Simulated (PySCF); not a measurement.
CH₆SSi, singlet, at a GFN2-xTB geometry. Base run: PBE0/cc-pVDZ (PySCF).

PySCF was given this input:
```python
from pyscf import gto, scf, dft, solvent

mol = gto.Mole()
mol.atom = '''
    Si    1.257632   -0.040441    0.567171
    S    -0.362135   -0.172895   -0.826067
    C    -1.744298    0.342569    0.242197
    H     2.412749   -0.439643   -0.212168
    H     1.326087    1.336791    1.046303
    H     0.967070   -0.939341    1.680083
    H    -1.840039   -0.347147    1.075064
    H    -2.640788    0.314162   -0.367656
    H    -1.571989    1.352265    0.601869
'''
mol.basis = 'cc-pvdz'
mol.charge = 0
mol.spin = 0
mol.verbose = 4
mol.build()

mf = dft.RKS(mol)
mf.xc = 'pbe0'
mf.kernel()
```

The base run was repeated with changes; each row names its change, and settings that it needs were set with it.

```json
[
 {"change": "base", "ΔE vs base (kJ/mol)": "0.00", "dipole (D)": "1.51", "HOMO-LUMO gap (eV)": "7.14"},
 {"change": "model = IEF-PCM; solvent = toluene", "ΔE vs base (kJ/mol)": "-4.51", "dipole (D)": "1.74", "HOMO-LUMO gap (eV)": "7.23"},
 {"change": "model = IEF-PCM; solvent = tetrahydrofuran", "ΔE vs base (kJ/mol)": "-7.98", "dipole (D)": "1.94", "HOMO-LUMO gap (eV)": "7.31"},
 {"change": "model = IEF-PCM; solvent = n-hexane", "ΔE vs base (kJ/mol)": "-3.45", "dipole (D)": "1.68", "HOMO-LUMO gap (eV)": "7.21"},
 {"change": "model = ddCOSMO; solvent = toluene", "ΔE vs base (kJ/mol)": "-4.52", "dipole (D)": "1.76", "HOMO-LUMO gap (eV)": "7.27"},
 {"change": "model = IEF-PCM; solvent = toluene; vdw_scale = 1.4", "ΔE vs base (kJ/mol)": "-2.58", "dipole (D)": "1.67", "HOMO-LUMO gap (eV)": "7.19"},
 {"change": "model = IEF-PCM; solvent = dimethylsulfoxide", "ΔE vs base (kJ/mol)": "-9.75", "dipole (D)": "2.05", "HOMO-LUMO gap (eV)": "7.35"},
 {"change": "model = SS(V)PE; solvent = toluene", "ΔE vs base (kJ/mol)": "-4.48", "dipole (D)": "1.74", "HOMO-LUMO gap (eV)": "7.23"},
 {"change": "model = COSMO; solvent = toluene", "ΔE vs base (kJ/mol)": "-4.42", "dipole (D)": "1.73", "HOMO-LUMO gap (eV)": "7.24"},
 {"change": "model = C-PCM; solvent = toluene", "ΔE vs base (kJ/mol)": "-5.44", "dipole (D)": "1.79", "HOMO-LUMO gap (eV)": "7.26"},
 {"change": "model = IEF-PCM; solvent = toluene; lebedev_order = 41", "ΔE vs base (kJ/mol)": "-4.52", "dipole (D)": "1.74", "HOMO-LUMO gap (eV)": "7.23"},
 {"change": "model = IEF-PCM; solvent = toluene; lebedev_order = 11", "ΔE vs base (kJ/mol)": "-4.43", "dipole (D)": "1.74", "HOMO-LUMO gap (eV)": "7.23"}
]
```

The base is the gas phase, so ΔE is the electrostatic part of solvation at a fixed geometry, without cavity and dispersion terms.
